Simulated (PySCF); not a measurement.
C2H7FOSi2, SMILES C=C[Si@H](F)[SiH2]O.

Geometry optimised at ωB97X-D3(BJ)/def2-SVP. The structure was generated by enumeration; whether it is a known compound was not checked. One conformer was computed; it need not be the lowest.

All values below come from PBE/def2-TZVP (PySCF).

| Quantity | Result |
|---|---|
| total energy | -834.09498 hartree |
| highest occupied level | -6.36 eV |
| lowest empty level | -1.95 eV |
| orbital gap | 4.41 eV |
| dipole moment | 1.12 D |
| quadrupole, principal values (traceless, Buckingham form, about the centre of nuclear charge) | -7.39, -0.99, 8.39 D·Å |
| mean static polarisability | 84.0 bohr³ (12.45 Å³) |
| polarisability, principal values | 71.8, 73.0, 107.4 bohr³ |
